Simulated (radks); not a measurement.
Problem. All-electron atom: Sr2+ in [Kr]. Method: Dirac Kohn-Sham, Wu-Cohen GGA, spin-unpolarised, spherical densities, finite nucleus; Fermi nuclear charge, rms radius 4.224 fm; computed with a radial shooting solver on a logarithmic mesh with Libxc functionals. Some entries of the table are withheld. Estimate them.

orbital,occ.,eigenvalue (hartree),r(max) (bohr)
1s1/2,2,-585.8481,0.02554
2s1/2,2,-79.75993,(1)
2p1/2,2,(2),0.1136
2p3/2,4,(3),0.1171
3s1/2,2,(4),(5)
3p1/2,2,(6),0.4248
3p3/2,4,(7),0.4338
3d3/2,4,-5.25988,0.3748
3d5/2,6,-5.19258,0.3775
4s1/2,2,-2.01124,1.189
4p1/2,2,-1.37182,(8)
4p3/2,4,-1.32797,(9)

Solution. 
(1) 2s1/2 r(max) (bohr): 0.1453
(2) 2p1/2 eigenvalue (hartree): -72.65495
(3) 2p3/2 eigenvalue (hartree): -70.14060
(4) 3s1/2 eigenvalue (hartree): -12.76512
(5) 3s1/2 r(max) (bohr): 0.4360
(6) 3p1/2 eigenvalue (hartree): -10.18370
(7) 3p3/2 eigenvalue (hartree): -9.79799
(8) 4p1/2 r(max) (bohr): 1.305
(9) 4p3/2 r(max) (bohr): 1.332
